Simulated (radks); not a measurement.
Effect of the nuclear size on the rhodium ion Rh+, [Kr] 4d8. Calculated with a radial shooting solver on a logarithmic mesh with Libxc functionals: Dirac Kohn-Sham, BLYP, spin-unpolarised, spherical densities, finite nucleus; open shells are shared between the two j in proportion to 2j + 1; Fermi nuclear charge, rms radius 4.4945 fm. The rms radius is varied about that value; shifts are against it.

rms radius (fm)  total energy shift (eV)  density at nucleus (e/bohr^3)  1s1/2 shift (meV)  2s1/2 shift (meV)  4s1/2 shift (meV)  5s1/2 (empty) shift (meV)
4.0361                            -0.426                      1.227e+05               -179              -19.7             -0.667                     -0.064
4.0451                            -0.418                      1.226e+05               -176              -19.4             -0.654                     -0.063
4.4945                                 0                       1.21e+05              0.000              0.000              0.000                      0.000
4.7777                             0.283                      1.201e+05                119               13.1              0.443                      0.043
5.3215                             0.868                      1.185e+05                366               40.3               1.36                      0.131

Slopes of the eigenvalues against <r^2> in GHz/fm^2, as finite differences over the two radii next to the reference (eigenvalue slopes, not the field-shift constants of lines): 1s1/2 11000, 2s1/2 1220, 4s1/2 41.1, 5s1/2 (empty) 3.97.
